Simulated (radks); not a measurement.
Valence configurations of the iridium ion Ir+ (all share [Xe]). Calculated with a radial shooting solver on a logarithmic mesh with Libxc functionals: scalar-relativistic Kohn-Sham, LDA (Slater exchange, Perdew-Wang correlation), spin-unpolarised, spherical densities, finite nucleus; Fermi nuclear charge, rms radius 5.4032 fm. Energies are relative to 4f14 5d7 6s1; eigenvalues in eV.

| valence | E (eV) | e(4f) | e(5d) | e(6p) | e(6s) |
|---|---|---|---|---|---|
| 4f14 5d7 6s1 | 0.000 | -70.916 | -15.587 | - | -13.903 |
| 4f13 5d8 6s1 | 60.106 | -81.653 | -16.822 | - | -14.101 |
| 4f12 5d7 6s1 6p2 | 156.04 | -103.52 | -26.111 | -10.400 | -18.554 |
| 4f13 5d7 6s2 | 63.442 | -85.092 | -19.158 | - | -15.190 |
| 4f12 5d7 6p3 | 164.32 | -105.06 | -27.482 | -11.059 | - |
| 4f14 5d6 6s1 6p1 | 9.240 | -75.827 | -19.241 | -8.877 | -15.984 |
| 4f14 5d7 6p1 | 6.570 | -72.570 | -17.084 | -8.310 | - |
| 4f14 5d6.5 6s1 6p0.5 | 4.344 | -73.350 | -17.412 | -8.187 | -14.964 |
| 4f14 5d6 6s2 | 2.245 | -74.170 | -17.761 | - | -14.939 |
| 4f14 5d8 | -1.174 | -67.923 | -13.564 | - | - |

NIST lists [Xe] 4f14 5d7 6s1 as the ground configuration; this level of theory puts 4f14 5d8 lower, by 1.174 eV. The energies are those of spherical spin-averaged densities, not of single terms.
